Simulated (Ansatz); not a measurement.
# Worked example: GeH2(CH3)Br + C4H10 → GeH2(CH3)2 + C3H7Br

Species: GeH2(CH3)Br, singlet; C4H10 (butane) `CCCC`, singlet; GeH2(CH3)2, singlet; C3H7Br (1-bromopropane) `CCCBr`, singlet. The partners trade Br for CH3: Ge–Br and C–CH3 bonds give way to Ge–CH3 and C–Br.

Shapes, held fixed at every level: PBE0-D4/def2-TZVP. Flexible molecules stand in one conformer, not always the lowest. Programs: Ansatz 0.2.0. Electronic energies: no zero-point or thermal term.

At CCSD(T)/def2-TZVPP; 1 Eh = 2625.50 kJ/mol:

```
    species   energy (Eh)
GeH2(CH3)Br  -4689.399232
      C4H10   -158.155948
 GeH2(CH3)2  -2156.490113
     C3H7Br  -2691.026243
```

Work out ΔE of the reaction at this level.


1. Products less reactants: (-2156.490113) + (-2691.026243) − [(-4689.399232) + (-158.155948)] = 0.038824 Eh = +101.9 kJ/mol.

Other levels give +102.4 (MP2/def2-TZVPP) to +125.4 kJ/mol (HF/def2-TZVPP). No measured value is set beside it here. Relativity is left out for Br, Ge unless named. Correlated rows may include outer-core shells of Br, Ge, which these sets cover unevenly.
